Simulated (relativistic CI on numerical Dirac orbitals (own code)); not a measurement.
**One change at a time: Tm XXII**

Base calculation: Dirac-Coulomb-Breit CI, separate exchange-only KLI orbitals for each configuration, model QED (radiative potential, 1s self-energy scaled to tabulated hydrogen-like ionisation energies), unscaled Slater integrals.

Configurations in the expansion (outside the closed core [Ar] 3d10 4s2): 4p6 4d10 4f2, 4p6 4d10 4f 5s, 4p6 4d10 5s2, 4p6 4d10 4f 5p, 4p6 4d9 4f3, 4p6 4d10 5s 5p, 4p6 4d10 5p2, 4p6 4d10 4f 5d, 4p6 4d10 5s 5d, 4p5 4d10 4f3, 4p6 4d10 5p 5d, 4p6 4d9 4f 5s2, 4p6 4d9 4f2 5s, 4p6 4d10 4f 5f, 4p6 4d10 5d2, 4p6 4d9 4f 5s 5p. Levels of other configurations are missing.

The lowest level and the first level of each name with at least 55 % of one term (blank where a level has no safe partner in the second run):

| Level | Base (cm⁻¹) | Shift (cm⁻¹) |
| --- | --- | --- |
| 4p6 4d10 4f2 3H_4 | 0 | 0 |
| 4p6 4d10 4f2 3H_5 | 14108 | +10 |
| 4p6 4d10 4f2 3F_2 | 15284 | +1072 |
| 4p6 4d10 4f2 3F_3 | 25446 | +933 |
| 4p6 4d10 4f2 3H_6 | 27074 | +47 |
| 4p6 4d10 4f2 1D_2 | 54579 | +2780 |
| 4p6 4d10 4f2 3P_0 | 61838 | +3237 |
| 4p6 4d10 4f2 1I_6 | 66895 | +1669 |
| 4p6 4d10 4f2 3P_1 | 67357 | +3260 |
| 4p6 4d10 4f2 3P_2 | 76971 | +3117 |
| 4p6 4d10 4f2 1S_0 | 145622 | +1809 |
| 4p6 4d10 4f 5s 3F°_2 | 532299 | -1287 |
| 4p6 4d10 4f 5s 3F°_3 | 534916 | -1192 |
| 4p6 4d10 4f 5s 3F°_4 | 549030 | -1289 |
| 4p6 4d10 4f 5s 1F°_3 | 554772 | -947 |
| 4p6 4d10 4f 5p 3G_3 | 810017 |  |
| 4p6 4d10 4f 5p 3F_2 | 814984 |  |
| 4p6 4d10 4f 5p 3D_1 | 956963 |  |
| 4p6 4d10 4f 5p 1G_4 | 963496 |  |
| 4p6 4d10 4f 5p 3G_5 | 964983 |  |
| 4p6 4d10 4f 5p 1D_2 | 978654 |  |
| 4p6 4d10 5s2 1S_0 | 1086886 | +31159 |

At this charge transitions that keep the count of f electrons are usually good to a few per cent. Terms inside the open d or f shell come out 10 to 20 % too wide with unscaled integrals. Levels that differ in their count of f electrons can be misplaced by several ten thousand cm⁻¹, since the correlation energy of f electrons is missing or only estimated; rates across such gaps can be off by orders of magnitude.

(1) One thing was changed in a second run, which moved the levels as shown. Which?
A. valence Slater integrals scaled by 0.9
B. Breit term removed
C. non-relativistic limit
D. QED terms removed
E. only the first 3 configurations

## Answers

(1) E. Only the first 3 configurations. With fewer configurations the levels that remain lose their mixing partners.

LS names give the leading component of a level, which can be under half, so a name can repeat, a term be missing and a line seem to break the LS rules.
